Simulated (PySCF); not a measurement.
C6H6FO (doublet state).
SMILES with atom numbers: `[OH:1][C:2]1=[CH:3][C@H:4]([F:5])[CH:6][CH:7]=[CH:8]1` (hydrogens: H9 on O1; H10 on C3; H11 on C4; H12 on C6; H13 on C7; H14 on C8)

Cartesian coordinates in Å at the GFN2-xTB level; atoms count from 1:
```
atom  x, y, z in Å
O1     2.4569    0.7406   -0.3957
C2     1.1592    0.4052   -0.1786
C3     0.7749   -0.8693    0.1139
C4    -0.6461   -1.2226    0.3578
F5    -1.0240   -2.2895   -0.4858
C6    -1.5887   -0.0859    0.1874
C7    -1.1471    1.1664   -0.0976
C8     0.2121    1.4464   -0.2728
H9     3.0161   -0.0438   -0.3395
H10    1.4908   -1.6774    0.1568
H11   -0.7643   -1.6660    1.3673
H12   -2.6380   -0.3127    0.2831
H13   -1.8593    1.9710   -0.2053
H14    0.5569    2.4372   -0.5132
```

The hyperfine couplings belong to this conformer and change with its torsions.

Level of theory: PySCF, UKS B3LYP, pcH-1 on C F H O, non-relativistic, mean-field spin-orbit, GIAO. One conformer (not necessarily the lowest) at the GFN2-xTB geometry, without solvent, vibrations or thermal averaging. The geometry wasn't refined by DFT: couplings that depend on bond lengths, twists or pyramidal angles can differ widely from those at the functional's own minimum. The SCF solution wasn't tested for stability. ⟨S²⟩ is 0.784 where a pure state has 0.75.

The largest Mulliken spin populations are on C8 (+0.57), C6 (+0.46), C3 (+0.38) and C7 (-0.22). Three atoms exceed +0.15. The positive populations add up to 1.50 and the negative ones to -0.50, together 2S = 1. The angles at C8 add up to 360.0°, so it is planar.

Question: Test a(H) = Q·ρ(C) for the protons on planar carbons with a spin population beyond ±0.08.

Answer: 
```json
{"H": "H10", "C": "C3", "ρ(C)": "+0.377", "a(H) (G)": "-8.25", "a/ρ (G)": "-21.9"}
{"H": "H12", "C": "C6", "ρ(C)": "+0.461", "a(H) (G)": "-10.33", "a/ρ (G)": "-22.4"}
{"H": "H13", "C": "C7", "ρ(C)": "-0.216", "a(H) (G)": "+3.66", "a/ρ (G)": "-17.0"}
{"H": "H14", "C": "C8", "ρ(C)": "+0.567", "a(H) (G)": "-13.08", "a/ρ (G)": "-23.1"}
```

A least-squares line through the origin gives Q = -22.2 G with Mulliken populations. Where ρ is negative the coupling is positive.

Question: Leave H12 and its like out of the fit. How well does the relation then predict its coupling?

Answer: The other protons give Q = -22.2 G, so a = -22.2 × 0.461 = -10.23 G, against the computed -10.33 G.

Couplings in gauss use g_iso = 2.0020.

The SMILES draws the unpaired electron on C6; the largest computed Mulliken spin population is on C8 (0.57 against 0.46).
